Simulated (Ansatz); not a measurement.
Gas-phase reaction in SMILES: C[SiH](F)N[SiH3] -> C[SiH]F + [NH][SiH3] (the N-Si bond at the site shown breaks; other sites are not compared here)
Geometries: B3LYP-D3(BJ)/def2-TZVP minima from Ansatz (a first-principles code), one conformer each, not searched for the lowest.

Quantity: bond dissociation energy (electronic energy difference), in kJ/mol. Cores are frozen in the correlated levels unless marked. UHF or UKS for open shells. No spin-orbit coupling. Non-relativistic. CBS marks a two-point X^-3 extrapolation of the correlation energy; Hartree-Fock from the larger set. The bracket is a focal-point correction in the basis named.

```
level                                                                             program  bond dissociation energy (kJ/mol)
-------------------------------------------------------------------------  --------------  ---------------------------------
HSE06-D4/def2-TZVPD                                                        Ansatz + dftd4                              492.5
CAM-B3LYP-D3(BJ)/def2-TZVPD                                                Ansatz + dftd3                                  …
LC-wPBE-D4/def2-TZVPD                                                      Ansatz + dftd4                              506.1
LC-wPBE/def2-TZVPD                                                                 Ansatz                              492.8
B2GP-PLYP-D3(BJ)/def2-TZVPD                                                Ansatz + dftd3                                  …
PBE-QIDH/def2-TZVPD                                                                Ansatz                              510.5
RI-MP2/CBS(aug-cc-pV(T+d)Z,aug-cc-pV(Q+d)Z)+[CCSD(T)-MP2]/aug-cc-pV(T+d)Z          Ansatz                              521.8
```

Complete the blanks.


- CAM-B3LYP-D3(BJ)/def2-TZVPD, bond dissociation energy (kJ/mol): 499.9
- B2GP-PLYP-D3(BJ)/def2-TZVPD, bond dissociation energy (kJ/mol): 511.6
